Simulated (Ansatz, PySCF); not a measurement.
System: C₄H₅S (charge 0, doublet). It need not be the lowest isomer of its formula. 
Coordinates optimised at B3LYP-D3(BJ)/def2-TZVP (Ansatz, an electronic-structure program):
```xyz
10

C     -1.2718     0.0450     0.0580
C     -0.7928    -1.2562    -0.0693
C      0.5727    -1.3650    -0.1366
C      1.3002    -0.0594    -0.0604
S     -0.0042     1.2316     0.1014
H     -2.3018     0.3541     0.1274
H     -1.4587    -2.1079    -0.1108
H      1.1116    -2.2959    -0.2361
H      1.9710     0.0069     0.8016
H      1.8960     0.1511    -0.9538
```
Charge 0, spin multiplicity 2.

Wanted: atomisation energy (electronic, to ground-state atoms), in eV. Cores are frozen in the correlated levels unless marked. Open shells are spin-unrestricted. Spin-orbit coupling is left out. No relativistic terms. The coupled-cluster limit lacks core correlation, which all-electron functionals hold. CBS marks a two-point X^-3 extrapolation of the correlation energy; Hartree-Fock from the larger set. [CCSD(T)-MP2]/basis is that difference in the basis named.

```
level                           program  atomisation energy (eV)
-----------------------  --------------  -----------------------
HF-D4/def2-TZVPD          PySCF + dftd4                    32.82
PBE-D4/def2-TZVPD        Ansatz + dftd4                    45.05
PBE0/6-31G*                      Ansatz                    43.87
BHLYP-D3(BJ)/def2-TZVPD  Ansatz + dftd3                    42.16
```

Problem. Estimate the value at RI-MP2/CBS(cc-pV(T+d)Z,cc-pV(Q+d)Z)+[CCSD(T)-MP2]/cc-pV(T+d)Z as computed with Ansatz.

Solution. 43.26 eV
